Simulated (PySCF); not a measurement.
AlClGeH4, SMILES [Cl][AlH][GeH3].

Geometry optimised at PBE0-D3(BJ)/def2-SVP.

Method: PySCF 2.14.0 with C-PCM-PBE0/def2-SVP.

The values are the electrostatic part of the solvation free energy, E(continuum) − E(gas) at the gas-phase geometry, in a cavity of scaled van der Waals radii (PySCF's table); cavitation and dispersion terms are not included. A continuum can't describe solvent molecules that bind to the metal. In vacuum the orbital gap is 5.84 eV. The dipole moment in vacuum is 1.15 D.

Q: Estimate the values in water (ε = 78.36), toluene (ε = 2.37), ethanol (ε = 24.85). (An estimate is asked for; the answer gives what the named calculation found.)

A: 
```json
[
 {"solvent": "water", "ε": "78.36", "ΔG(elec) (kcal/mol)": "-4.8", "dipole (D)": "1.52", "gap (eV)": "6.20"},
 {"solvent": "toluene", "ε": "2.37", "ΔG(elec) (kcal/mol)": "-2.7", "dipole (D)": "1.35", "gap (eV)": "6.04"},
 {"solvent": "ethanol", "ε": "24.85", "ΔG(elec) (kcal/mol)": "-4.7", "dipole (D)": "1.51", "gap (eV)": "6.19"}
]
```
